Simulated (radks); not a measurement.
Initial-state core-level shifts of neutral neodymium when its valence configuration changes from [Xe] 4f4 6s2. All-electron calculation, Dirac Kohn-Sham, PBE, spin-unpolarised, spherical densities, finite nucleus; open shells fill j = l - 1/2 first; Fermi nuclear charge, rms radius 4.9123 fm. Program: a radial shooting solver on a logarithmic mesh with Libxc functionals. Shifts are changes of the shell-averaged eigenvalues in eV (positive: less bound); the change of the density at the nucleus, which sets a Mossbauer isomer shift, is in e/bohr^3, on a base of 4.536e+05.

| valence | 1s | 4s | 4p | 4d | density at nucleus |
|---|---|---|---|---|---|
| 4f6 | +1.948 | +2.750 | +2.665 | +2.505 | -48.79 |
| 4f3 6s2 6p1 | -8.979 | -10.009 | -9.846 | -9.544 | +38.13 |
| 4f4 6s1 6p1 | -1.067 | -1.047 | -1.050 | -1.054 | -16.09 |
| 4f5.5 6p0.5 | +2.043 | +2.750 | +2.673 | +2.528 | -47.36 |
| 4f4 5d1 6s1 | +1.064 | +1.083 | +1.094 | +1.117 | -19.93 |
| 4f4 5d0.5 6s1.5 | +0.601 | +0.611 | +0.616 | +0.629 | -10.60 |
| 4f3 5d2 6p1 | -5.366 | -6.302 | -6.128 | -5.799 | -15.06 |
| 4f3.5 5d0.5 6s2 | -2.776 | -3.248 | -3.173 | -3.033 | +12.56 |
